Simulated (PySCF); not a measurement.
**Exercise with solution: oscillator strength and radiative lifetime**

CH₅InOS₂, SMILES C[O][In]([SH])[SH].

Geometry optimised at B3LYP-D3(BJ)/def2-SVP. The structure was generated by enumeration; whether it is a known compound was not checked. The def2 effective core potentials stand for the cores of In; spin–orbit coupling is left out. The values are those of a single conformer.

PySCF with TDDFT-LC-ωPBE/def2-SVPD puts the first singlet state with f over 0.02 at 5.66 eV (vertical), with the transition dipole (0.379, 0.411, 0.130) in atomic units.

**Question.** Find the oscillator strength, the wavelength and the radiative lifetime that this transition would have in vacuum if emission retraced absorption.

**Answer.** 
|μ|² = 0.3295 au, so |μ| = 1.46 D. ΔE = 5.66/27.211 = 0.2080 hartree. f = (2/3) ΔE |μ|² = 0.046 (the program prints 0.046).
λ = 1239.84/5.66 = 219 nm; ν = 45651 cm⁻¹.
Einstein's coefficient A = 0.6670 ν² f s⁻¹ (ν in cm⁻¹) = 6.4e7 s⁻¹, so τ = 1/A = 16 ns. This state is S3; the lower singlets have f = 0.000, 0.009. The figure is the radiative limit of this one transition; relaxation, internal conversion, crossing to triplets and a medium change what is measured.
